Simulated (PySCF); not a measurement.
LaH3(H2O) relaxed at several levels

Computed with PySCF 2.14.0, def2-SVP on the ligands, density fitting, scalar-relativistic core potentials, no spin-orbit coupling, vacuum. Each row is relaxed at its own level from the same template. Distances are means of the shortest metal–ligand contacts, charges and spins Mulliken's; removal energies are rigid, with the ligand's formal charge and no counterpoise, so too large; for an anion taken off a cation in vacuum most of it is the attraction of opposite charges, and multiply charged cations can part far more cheaply with an electron moved from ligand to metal. lcecp potentials hold a fixed number of 4f electrons in the core, out of states, spins and gaps.

| level | basis on the metal | point group | M–H (Å) | M–H2O (Å) | charge on M (e) | dipole (D) | HOMO–LUMO gap (eV) | removal of one H (eV) | strongest infrared band, degenerate modes summed (cm⁻¹) | unstable modes (below −25 cm⁻¹) |
| --- | --- | --- | --- | --- | --- | --- | --- | --- | --- | --- |
| PBE0 | def2-SVP with ECP46 | Cs | 2.147 | 2.583 | 0.77 | 7.79 | 4.82 | 8.59 | 1316 | 0 |

What does the calculation give for BP86, lcecp-1-SVP with ECP46?

point group: Cs, M–H (Å): 2.149, M–H2O (Å): 2.581, charge on M (e): 0.55, dipole (D): 7.56, removal of one H (eV): 8.61, unstable modes (below −25 cm⁻¹): 1 (soft).
```xyz
7

La    0.2319   -0.2207    0.2207
H     1.3785    1.1685    1.3947
H    -1.1573   -1.3787    1.3787
H     1.3785   -1.3947   -1.1685
O    -1.2743    1.2611   -1.2611
H    -1.6041    2.1587   -1.0566
H    -1.6041    1.0566   -2.1587
```

Members with unstable modes aren't minima as they stand: saddle points kept by symmetry or, where the modes are soft, flat surfaces and noise. One start shape was tried for each, so a minimum needn't be the lowest isomer.
